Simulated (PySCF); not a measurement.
**What an electron can do to MoH**

r²SCAN in PySCF with def2-TZVPPD on every atom (core potentials on Mo), for the lowest determinant that a PBE0 search found; no spin–orbit coupling.

```csv
species,state (unpaired electrons),Re (Å),ωe (cm⁻¹),energy of the minimum from the neutral (eV),De (eV),dissociates to
MoH,"sextet (σ ↑, π ↑↑, δ ↑↑)",1.715,1774,0.00,2.42,Mo (4d5 5s1) + H
MoH⁺,"quintet (π ↑↑, δ ↑↑)",1.671,1939,7.97,2.03,Mo⁺ (4d5) + H
```

Q: Work out the lowest energy to break MoH into atoms, from its vibrational ground state.

A: D0 = De − ωe/2 = 2.42 − 0.11 = 2.31 eV (r²SCAN/def2-TZVPPD).

Q: Work out the ionisation energy of the Mo atom at this level and the threshold of dissociative ionisation.

A: IE(Mo) = 7.97 + 2.03 − 2.42 = 7.58 eV, so Mo⁺ (4d5) + H + e⁻ appears at D0 + IE(Mo) = 9.89 eV (r²SCAN/def2-TZVPPD). The measured IE(Mo) is 7.092 eV (NIST ASD).

These are thermodynamic thresholds; the onsets seen under electron impact lie higher where the geometry changes, and cross-sections peak well above them.

The metal atom is held in its measured ground configuration; semilocal functionals can put another filling of s and d lower by some tenths of an eV, and De to that atom would be smaller. These are scalar-relativistic numbers at best; spin–orbit coupling would shift them, the dissociation energy most. For an ion De counts to the pair picked by the measured ionisation energies or electron affinities, which need not be the lowest pair at this level. With d or f electrons several states lie close, and the lowest PBE0 determinant need not be the measured ground state.
